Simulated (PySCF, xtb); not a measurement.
CH₄CdOSe, SMILES C[O][Cd][SeH]. Other conformers were not sampled.

Harmonic wavenumbers (cm⁻¹) from GFN2-xTB in xtb 6.7.1 at its own minimum, in rising order: 49, 54, 143, 156, 170, 207, 327, 487, 1056, 1140, 1140, 1412, 1480, 1482, 2025, 2837, 2853, 2908.

Q: What does PBE-D3(BJ)/def2-SVP (PySCF) give at its own minimum? (The exact figures need the calculation; the answer reports its results.)

A: 64, 74, 82, 143, 204, 241, 508, 570, 1086, 1128, 1141, 1413, 1416, 1429, 2348, 2868, 2923, 2965. Paired by order, the mean absolute difference is 60 cm⁻¹ and the zero-point energies are 28.5 and 29.5 kcal/mol.
